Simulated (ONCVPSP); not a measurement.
LDA (Perdew-Wang 92) ONCV dataset for Ca, non-relativistic all-electron reference.

```json
{
 "Element": "Ca (Z = 20)",
 "Generator": "ONCVPSP 4.0.1",
 "Type": "optimised norm-conserving Vanderbilt (ONCV)",
 "Functional": "LDA (Perdew-Wang 92)",
 "Relativity": "non-relativistic",
 "Frozen core": "[Ar]",
 "Valence charge": "2",
 "Reference configuration": "4s2",
 "Partial waves": "4s: rc 3.60 bohr, ncon 4, nbas 8, qcut 2 1/bohr, 3 projectors, debl 3.1 Ha; p scattering state at 0.3 Ha: rc 3.30 bohr, ncon 3, nbas 6, qcut 2.7 1/bohr, 3 projectors, debl 3.4 Ha; d scattering state at 0.12 Ha: rc 2.90 bohr, ncon 4, nbas 8, qcut 3.4 1/bohr, 3 projectors, debl 2.7 Ha",
 "Local potential": "polynomial inside 2.35 bohr (lpopt 5, dvloc0 0 Ha)",
 "Core correction": "none"
}
```

In the p channel the program set the typed energies aside and used 0.050, 3.450, 6.850 Ha. In the d channel the program set the typed energies aside and used -0.083, 2.617, 5.317 Ha.

Question: Does the generator finish with these settings?

Answer: Yes, a potential is produced and its reference levels are reproduced.

Question: Estimate the cutoffs (Ha) at which the residual kinetic energy of the hardest occupied pseudo-wave falls to 1 and 0.1 mHa per electron.

Answer: 1.6 Ha and 4.2 Ha. The cutoffs count occupied waves only; projector 3 of the d channel, the hardest unoccupied one, needs 42 Ha at the loose tolerance.

Question: What does a ghost test show?

Answer: No bound ghost flagged; GHOST(+) flagged for s at 143.6 eV, p at 195.5 eV.

Its largest configuration-test error is +29 meV (4s1). 1 of 4 tests not solved or not reliable.
